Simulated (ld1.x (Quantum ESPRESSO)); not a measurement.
**Building the PAW potential for Ir (Z = 77) (PBE, fully relativistic).**

| Property | Result |
| --- | --- |
| Element | Ir (Z = 77) |
| Generator | ld1.x (Quantum ESPRESSO) 7.5 |
| Type | PAW |
| Functional | PBE |
| Relativity | fully relativistic |
| Frozen core | [Xe] 4f14 |
| Valence charge | 9 |
| Reference configuration | 5d7 6s0.5 6p0 (charge +1.5) |
| Partial waves | 6s (bound): rcut 1.75, rcutus 2.35 bohr; 6s channel at -0.95 Ry: rcut 1.75, rcutus 2.35 bohr; 6p (bound, empty): rcut 2.60, rcutus 3.50 bohr; 6p channel at 2.95 Ry: rcut 2.60, rcutus 3.50 bohr; 5d (bound): rcut 0.95, rcutus 1.25 bohr; 5d channel at 0.1 Ry: rcut 0.95, rcutus 1.25 bohr |
| Local potential | all-electron potential smoothed inside 2.75 bohr (lloc = -1) |
| Core correction | Bessel-smoothed model core inside 1.10 bohr |
| Augmentation charge | PSQ, inside the norm-conserving radii |

Open shells are filled in proportion to 2j + 1 (rel_dist='average').

Poles of the logarithmic derivatives, all-electron (AE) and pseudo (PS). s: poles at -1.0, 2.7 (AE) and -1.0, 2.3, 3.1 (PS) Ry. p1/2: poles at -0.3, 3.5 (AE) and -0.3, 3.5 (PS) Ry. p3/2: poles at -0.1, 3.9 (AE) and -0.1, 3.8 (PS) Ry. d3/2: poles at -1.5, 1.3 (AE) and -1.5, 1.3 (PS) Ry. d5/2: poles at -1.4, 1.4 (AE) and -1.4, 1.4 (PS) Ry. Test radius 3.81 bohr.

* Configuration tests: test run stopped at test 5 of 7 (negative rho)
* Density cutoff estimated by the generator: 429 Ry

The ghost test of this file was not conclusive.
